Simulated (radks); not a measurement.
Values are calculated unless marked as measured or tabulated.
Effect of the nuclear size on the gold ion Au+, [Xe] 4f14 5d10. Level of theory: Dirac Kohn-Sham, exchange-only LDA, spin-unpolarised, spherical densities, finite nucleus; Fermi nuclear charge, rms radius 5.4371 fm (a radial shooting solver on a logarithmic mesh with Libxc functionals). The rms radius is varied about that value; shifts are against it.

rms radius (fm),total energy shift (eV),density at nucleus (e/bohr^3),1s1/2 shift (meV),2s1/2 shift (meV),5s1/2 shift (meV),5p1/2 shift (meV),5d5/2 shift (meV),6s1/2 (empty) shift (meV),6p1/2 (empty) shift (meV)
4.8445,-19.9,2.235e+06,-7980,-1180,-13.7,-0.384,0.051,-1.42,-0.073
5.1272,-10.6,2.185e+06,-4250,-627,-7.28,-0.205,0.027,-0.753,-0.039
5.4371,0,2.134e+06,0.000,0.000,0.000,0.000,0.000,0.000,0.000
5.7361,10.6,2.089e+06,4240,626,7.26,0.205,-0.027,0.752,0.039
6.6333,44.2,1.971e+06,17800,2620,30.4,0.861,-0.112,3.15,0.164

Slopes of the eigenvalues against <r^2> in GHz/fm^2, as finite differences over the two radii next to the reference (eigenvalue slopes, not the field-shift constants of lines): 1s1/2 310000, 2s1/2 45800, 5s1/2 532, 5p1/2 15.0, 5d5/2 -1.96, 6s1/2 (empty) 55.0, 6p1/2 (empty) 2.85.
